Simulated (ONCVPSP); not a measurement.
praseodymium (Pr) ONCV: all-electron and pseudo phase curves

Pr (Z = 59), optimised norm-conserving Vanderbilt (ONCV), made with ONCVPSP 4.0.1 (PBE, non-relativistic). Core [Kr] 4d10, reference 4f3 5s2 5p6 (charge +2). Waves: 5s: rc 2.00 bohr, ncon 4, nbas 7, qcut 4.9 1/bohr, 2 projectors, debl 2.4 Ha; 5p: rc 2.80 bohr, ncon 3, nbas 7, qcut 5 1/bohr, 1 projector; d scattering state at 0.41 Ha: rc 2.20 bohr, ncon 4, nbas 8, qcut 5 1/bohr, 1 projector; 4f: rc 1.45 bohr, ncon 4, nbas 9, qcut 13.2 1/bohr, 2 projectors, debl 1.3 Ha. Local part: polynomial inside 0.90 bohr (lpopt 5, dvloc0 0 Ha). Core correction: Teter function, fcfact 2.25, rcfact 1.5.

In the d channel the program set the typed energies aside and used 0.050 Ha.

The phase is arctan(r·R′/R) of the radial function R(r), unwrapped; energies in Ha, scanned from -3 to 5 Ha. A pole is an energy at which the radial function vanishes at the test radius. The pseudo phase is shifted by a multiple of π to meet the all-electron one at the reference energy, and phase errors are pseudo minus all-electron; the curves can meet again beyond the range given. Levels narrower than the energy grid can be missing from the lists of poles.

Task: For each channel, where are the poles, and over which energies does the pseudopotential scatter like the atom?

Result:

| channel | radius (bohr) | reference energy (Ha) | poles, all-electron | poles, pseudo | unbroken range about the reference energy with phases within 0.05 rad | phase error 1 Ha above the reference energy (rad) |
| --- | --- | --- | --- | --- | --- | --- |
| s | 2.03 | -1.75 | -0.92 | -0.92 | the whole range | -0.000 |
| p | 2.84 | -1.23 | -1.06, 2.04 | -1.06, 1.58 | below -0.3 | -0.062 |
| d | 2.24 | 0.05 | 0.81 | 0.45, 0.97 | -0.7 to 0.4 | -3.113 |
| f | 1.47 | -0.60 | 0.03 | 0.03 | the whole range | +0.000 |

Note: ghosts flagged at negative energy: s at -402.0 eV, p at -145.8 eV (a further GHOST(-) flag falls on a real empty level of the atom); GHOST(+) flagged for d at 13.0 eV. A true bound ghost makes a file unfit for plane-wave use.

Phases in the d channel:

| E (Ha) | all-electron | pseudo |
| --- | --- | --- |
| -2.98 | 1.296 | 1.292 |
| -2.76 | 1.276 | 1.271 |
| -2.54 | 1.251 | 1.245 |
| -2.32 | 1.220 | 1.213 |
| -2.10 | 1.179 | 1.171 |
| -1.88 | 1.125 | 1.113 |
| -1.66 | 1.046 | 1.029 |
| -1.44 | 0.923 | 0.898 |
| -1.22 | 0.715 | 0.674 |
| -1.00 | 0.333 | 0.270 |
| -0.78 | -0.264 | -0.326 |
| -0.56 | -0.797 | -0.826 |
| -0.34 | -1.105 | -1.114 |
| -0.12 | -1.278 | -1.279 |
| 0.10 | -1.385 | -1.385 |
| 0.32 | -1.459 | -1.468 |
| 0.54 | -1.515 | -4.572 |
| 0.76 | -1.561 | -4.672 |
| 0.98 | -1.601 | -4.715 |
| 1.20 | -1.639 | -4.751 |
| 1.42 | -1.678 | -4.785 |
| 1.64 | -1.720 | -4.819 |
| 1.86 | -1.771 | -4.857 |
| 2.08 | -1.836 | -4.901 |
| 2.30 | -1.929 | -4.958 |
| 2.52 | -2.080 | -5.035 |
| 2.74 | -2.367 | -5.156 |
| 2.96 | -2.943 | -5.369 |
| 3.18 | -3.659 | -5.798 |
| 3.40 | -4.078 | -6.513 |
| 3.62 | -4.283 | -7.071 |
| 3.84 | -4.398 | -7.349 |
| 4.06 | -4.471 | -7.495 |
| 4.28 | -4.521 | -7.583 |
| 4.50 | -4.559 | -7.641 |
| 4.72 | -4.588 | -7.684 |
| 4.94 | -4.612 | -7.716 |
